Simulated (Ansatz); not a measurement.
Input file for `C=CCC1BC1`:

```yaml
crystal:
  periodic: [false, false, false]
  atoms:
    - {symbol: C, position_ang: [-0.401728, -2.195701, -0.660097]}
    - {symbol: C, position_ang: [0.305854, -1.304923, 0.021126]}
    - {symbol: C, position_ang: [0.957463, -0.097585, -0.574578]}
    - {symbol: C, position_ang: [0.282148, 1.205876, -0.181820]}
    - {symbol: B, position_ang: [-1.212871, 1.287075, 0.123751]}
    - {symbol: C, position_ang: [-0.205929, 1.474181, 1.254664]}
    - {symbol: H, position_ang: [-0.540761, -2.105407, -1.733263]}
    - {symbol: H, position_ang: [-0.864218, -3.046766, -0.173656]}
    - {symbol: H, position_ang: [0.420522, -1.440146, 1.094823]}
    - {symbol: H, position_ang: [2.010816, -0.069941, -0.266555]}
    - {symbol: H, position_ang: [0.942655, -0.186144, -1.665219]}
    - {symbol: H, position_ang: [0.738199, 2.078624, -0.647387]}
    - {symbol: H, position_ang: [-2.339921, 1.194958, -0.228084]}
    - {symbol: H, position_ang: [-0.111907, 0.693893, 2.006103]}
    - {symbol: H, position_ang: [-0.002124, 2.461303, 1.659592]}
basis:
  gaussian: {orbitals: def2-TZVPP}
correlation: {method: ccsd_t}
```

```sh
$ ansatz run in.yaml --threads 4 --pin off --events-out ev --progress --plain --max-ram 10444MiB
```

The program prints (abridged):

```
Functional definition: HF
1825 factors; integrals over basis functions are off by at most 1.4e-3 eV
mean field evaluation 1: about -5960.7177 eV, gradient 4.3e1 eV
mean field evaluation 2: about -5960.9918 eV, gradient 4.3e1 eV
mean field evaluation 4: about -5966.1382 eV, gradient 4.9e0 eV
mean field evaluation 8: about -5966.2236 eV, gradient 3.0e-1 eV
mean field -5966.22404924 eV, -219.2546897576 hartree, gradient 2.1e-6 eV, S^2 0.000000; 0 other end points of the search recorded, 0 dependent functions left out
6 core orbitals not correlated: weight in the atoms' cores, before any rotation towards them, 1.000 or more for the frozen orbitals, at most 0.000 for the correlated occupied ones
reference -5966.22404924 eV, -219.2546897576 hartree; 16, 16 occupied and 290, 290 virtual orbitals, 1825 factors
second order -25.16765667 eV of doubles, -0.00000000 eV of singles
cycle   1  -25.88356434 eV  change   -7.2e-1 eV  update   1.0e-1
cycle   2  -26.52868770 eV  change   -6.5e-1 eV  update   3.0e-2
cycle   3  -26.63648139 eV  change   -1.1e-1 eV  update   1.3e-2
cycle   4  -26.63092438 eV  change    5.6e-3 eV  update   3.6e-3
cycle   5  -26.63175742 eV  change   -8.3e-4 eV  update   1.5e-3
cycle   6  -26.63193490 eV  change   -1.8e-4 eV  update   4.6e-4
cycle   7  -26.63171087 eV  change    2.2e-4 eV  update   2.0e-4
cycle   8  -26.63170693 eV  change    3.9e-6 eV  update   9.5e-5
cycle   9  -26.63172174 eV  change   -1.5e-5 eV  update   4.0e-5
perturbative correction -1.17448993 eV, -0.0431617089 hartree
Total energy: -5994.03026091 eV, -220.2765491886 hartree
```

Hardware: 4 threads of an Arm Neoverse V2 on a shared host. Wall time 21 min, peak host memory 4.5 GiB.

The correlation energy is -27.806 eV, 4.2 % of it from (T); the T1 diagnostic reads 0.0104.
